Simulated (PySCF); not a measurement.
## Working out the ionisation energy of P⁺

P⁺ [Ne] 3s2 3p2 (3P) → P²⁺ [Ne] 3s2 3p1 (2P). Calculation: PySCF 2.14, in x2c-TZVPPall; scalar relativity by spin-free X2C-1e. Frozen: [Ne]. Energies in hartree (1 hartree = 27.21139 eV):

```csv
part,P⁺ (lower),P²⁺ (upper)
UHF,-341.162357,-340.458611
CCSD correlation,-0.082229,-0.064408
(T),-0.002302,-0.001031
```

**Question.** What does Hartree-Fock give?

**Answer.** (-340.458611) − (-341.162357) = 0.703746 hartree = 19.150 eV.

**Question.** What do CCSD and CCSD(T) give?

**Answer.** The CCSD correlation energies differ by 0.017821 hartree = 0.485 eV and the triples by 0.001271 hartree = 0.035 eV, so CCSD gives 19.635 eV and CCSD(T) 19.670 eV.

A first-order spin-orbit estimate adds -0.007 eV to CCSD(T) (valence), giving 19.663 eV against 19.769 eV (semi-empirical (NIST evaluation); NIST Atomic Spectra Database, ionization energies).

What remains against the reference includes basis incompleteness, the frozen core and higher excitations.
